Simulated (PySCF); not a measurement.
C3H3N2, SMILES c1cn[c][nH]1, multiplicity 2. Atoms are numbered in the order given.

```xyz
8

C     -1.1716    -0.1186     0.0000
N     -0.6622     1.0584     0.0000
C      0.7178     0.8833     0.0000
C      1.0070    -0.4715     0.0000
N     -0.2350    -1.1081     0.0000
H      1.4138     1.7308     0.0000
H      1.9507    -1.0279     0.0000
H     -0.4029    -2.1140     0.0000
```
Charge 0, spin multiplicity 2.

Geometry optimised at PBE-D3(BJ)/def2-SVP. The isomer is the one that the SMILES or the coordinates give; other isomers of the formula were not compared.

Calculation: TDA-CAM-B3LYP/def2-SVPD in PySCF.

Vertical excitations. The molecule is in vacuum.

```tsv
state	energy (eV)	λ (nm)	f	main pairs
root 1	1.89	655	0.001	β HOMO→LUMO 95 %
root 2	3.40	365	0.000	β HOMO−2→LUMO 97 %
root 3	3.44	360	0.013	β HOMO−1→LUMO 94 %
root 4	4.52	274	0.000	α HOMO→LUMO+1 43 %, β HOMO→LUMO+2 48 %
root 5	5.82	213	0.002	α HOMO→LUMO+3 42 %, α HOMO→LUMO+1 7 %, β HOMO→LUMO+5 39 %
root 6	6.12	203	0.011	α HOMO−1→LUMO+1 72 %, α HOMO−1→LUMO+3 24 %
root 7	6.34	196	0.003	β HOMO→LUMO+1 94 %
root 8	6.56	189	0.001	α HOMO−2→LUMO+1 54 %, β HOMO−2→LUMO+2 25 %, β HOMO−2→LUMO+5 8 %
root 9	6.56	189	0.003	α HOMO→LUMO 95 %
root 10	7.01	177	0.000	α HOMO−1→LUMO+3 44 %, α HOMO−1→LUMO+1 17 %, α HOMO−3→LUMO+3 8 %, β HOMO−1→LUMO+5 22 %
```
Unrestricted roots are not spin-pure.
